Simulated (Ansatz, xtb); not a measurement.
**Two conformers of C2H5AlF**

Structure I is `C[CH2][Al][F]`, a doublet and structure II is `C[CH2][Al][F]`, a doublet. Both are isolated molecules in the gas phase, relaxed with B3LYP-D3(BJ)/def2-SVP.

I (Å):

```xyz
9

C    -0.3708    0.4291    0.3802
C    -1.3964    1.0836   -0.5470
Al   -0.0550   -1.5335    0.1747
F     1.0790   -2.1908    1.2236
H    -1.4934    2.1653   -0.3516
H    -0.6431    0.5572    1.4453
H    -1.1203    0.9687   -1.6080
H     0.6313    0.8852    0.2669
H    -2.3985    0.6405   -0.4257
```

II (Å):

```yaml
atoms:
  - { symbol: C, position_ang: [-1.8836, -0.4095, -1.5411] }
  - { symbol: C, position_ang: [-0.7831, -1.4677, -1.3957] }
  - { symbol: Al, position_ang: [-1.3437, -3.0578, -0.3189] }
  - { symbol: F, position_ang: [-2.8262, -2.9075, 0.4561] }
  - { symbol: H, position_ang: [-1.5303, 0.4646, -2.1159] }
  - { symbol: H, position_ang: [-2.7679, -0.8075, -2.0644] }
  - { symbol: H, position_ang: [-2.2305, -0.0421, -0.5624] }
  - { symbol: H, position_ang: [0.1124, -1.0579, -0.8921] }
  - { symbol: H, position_ang: [-0.4304, -1.8345, -2.3763] }
```

Q: Estimate which is lower in electronic energy at CCSD(T)/def2-SVP + ΔMP2/def2-TZVPP, and by roughly how much.

A: Too close to call at this level: CCSD(T)/def2-SVP + ΔMP2/def2-TZVPP gives E(II) − E(I) = +0.35 kJ/mol.

The same difference at several levels:

```
                             level               geometry  E(II) − E(I) (kJ/mol)  departure from the last row (kJ/mol)  job, with rough time for the two
             B3LYP-D3(BJ)/def2-SVP  B3LYP-D3(BJ)/def2-SVP                   +0.05                                 −0.31                optimisation, 29 s
                       HF/def2-SVP  B3LYP-D3(BJ)/def2-SVP                   +0.59                                 +0.23           part of the CCSD(T) run
                      MP2/def2-SVP  B3LYP-D3(BJ)/def2-SVP                   +0.36                                  0.00           part of the CCSD(T) run
                  CCSD(T)/def2-SVP  B3LYP-D3(BJ)/def2-SVP                   +0.52                                 +0.17                      single point
CCSD(T)/def2-SVP + ΔMP2/def2-TZVPP  B3LYP-D3(BJ)/def2-SVP                   +0.35                                                      single point, 25 s
```

The largest departure from CCSD(T)/def2-SVP + ΔMP2/def2-TZVPP is that of B3LYP-D3(BJ)/def2-SVP, 0.31 kJ/mol. Levels run at GFN2-xTB geometries aren't shown. The last row adds to CCSD(T) the change of the MP2 difference between the two basis sets, here −0.17 kJ/mol.

With harmonic frequencies from B3LYP-D3(BJ)/def2-SVP (ideal gas, rigid rotor, one conformer each, 298.15 K, 1 atm): on the last row, ΔE + ΔZPE = +0.55 kJ/mol. A mode under 50 cm⁻¹ makes harmonic enthalpies and free energies unreliable, so none is given.

Open shells are spin-unrestricted. The correlated steps freeze 8 core orbitals. Run with Ansatz 0.2.0; the last row on 2 threads of Arm Neoverse V2 on a shared host.
